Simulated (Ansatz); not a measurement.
A nudged elastic band was laid between two geometries of CH5Ga + H3P (11 atoms, charge 0, multiplicity 1).

These are results of RKS PBE0-D4/def2-SVP in Ansatz, not measurements.

```json
{
 "movable images": "9",
 "climbing image": "yes",
 "spring": "5.0 eV/Å²",
 "optimiser": "quadratic models (default)",
 "start path": "through a guess of the saddle point",
 "force threshold": "0.05 eV/Å",
 "iteration limit": "6",
 "end points": "relaxed"
}
```

First end point:

```xyz
11
Properties=species:S:1:pos:R:3
Ga -0.019 0.191 0.165
H -0.101 0.674 1.665
H 1.397 0.093 -0.520
C -1.672 -0.061 -0.878
H -2.481 -0.487 -0.266
H -2.017 0.927 -1.231
H -1.518 -0.692 -1.765
P 0.214 -3.074 1.011
H -0.563 -2.796 -0.154
H 1.410 -2.521 0.462
H -0.162 -1.863 1.682
```

Last end point:

```xyz
11
Properties=species:S:1:pos:R:3
Ga 0.099 -0.700 -0.189
H -0.385 0.593 1.932
H 1.370 0.227 -0.251
C -1.651 -0.130 -0.887
H -2.480 -0.692 -0.433
H -1.821 0.947 -0.737
H -1.676 -0.318 -1.974
P 0.348 -2.832 0.720
H -0.492 -3.470 -0.244
H 1.564 -3.113 0.027
H -0.387 -0.120 2.209
```

(1) Which bonds break or form, and what moves?

(2) Give the energies along the band, and the barrier.

The band took 6 iterations and about 4 core-minutes.

## Answers

(1) Bonds broken: Ga1–H2, P8–H11. Bonds formed: Ga1–P8, H2–H11. CH5Ga + H3P becomes CH6GaP + H2.

(2) It did not converge within its limit. The highest image is number 5 of 0 to 10, 0.94 eV above the first end and 1.18 eV above the last; the last end lies 0.24 eV below the first. The band didn't meet its force threshold, so its energies are provisional: the largest band force was still 0.19 eV/Å, and over the last iterations the top moved between 0.94 and 1.05 eV. The orbitals stay closed-shell, which can raise the energy where a bond breaks towards radicals; this wasn't checked here.

```tsv
image	path coordinate (Å)	energy (eV)	Ga1–H2 (Å)	P8–H11 (Å)	Ga1–P8 (Å)
0	0.00	0.00	1.58	1.43	3.38
1	0.36	0.00	1.58	1.44	3.37
2	0.71	0.02	1.58	1.44	3.28
3	1.07	0.14	1.59	1.46	3.07
4	1.42	0.55	1.62	1.55	2.83
5	1.78	0.94	1.73	1.79	2.65
6	2.13	0.54	1.89	2.06	2.48
7	2.49	0.08	2.09	2.31	2.37
8	2.85	-0.14	2.27	2.60	2.34
9	3.21	-0.22	2.42	2.90	2.33
10	3.57	-0.24	2.53	3.18	2.33
```

The run took 120 s on 2 threads of Arm Neoverse V2, with other jobs on the host, peak memory 0.24 GiB.
